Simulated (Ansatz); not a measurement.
GaAs2⁻, relaxed as a singlet with RKS PBE-D4/def2-TZVPD in Ansatz, starting from the GFN1-xTB geometry. Force threshold 0.02 eV/Å.

The restricted singlet is unstable towards broken spin symmetry in Hartree–Fock (as tested in another run); at PBE-D4/def2-TZVPD this wasn't settled. The highest occupied level of the charge -1 singlet lies above zero (up to 0.04 eV). The electron is either unbound and held by the finite basis, or the level is raised by self-interaction error. An occupied level lies above an empty one. Another isomer (singlet) lies 1.65 eV lower at PBE0-D4/def2-TZVPD; other spin states weren't run for this one.

Start:

Cartesian coordinates in Å:
```
Ga 0.000 0.000 0.000
As 0.642 0.527 -0.645
As -0.642 -0.527 0.645
```

```tsv
step	energy (eV)	largest force component (eV/Å)	SCF passes
1	-173847.9271	319.522	16
2	-173955.2004	125.572	29
3	-173995.7036	61.331	33
4	-174019.4036	29.900	51
5	-174030.0628	12.917	26
6	-174034.4934	4.622	28
7	-174035.8003	0.748	76
8 (rejected)	-174035.7259	0.847	30
9	-174035.8649	0.001	61
```

Force components are those of the run's own axes.

End:

Cartesian coordinates in Å:
```
Ga 0.000 0.000 0.000
As 1.387 1.139 -1.394
As -1.387 -1.139 1.395
```

Bonds lost: As2–As3 (atoms count from 1).

No frequencies were taken in this run, so the end may be a saddle point.

It took 18 s on 4 threads of Arm Neoverse V2 on a shared host.
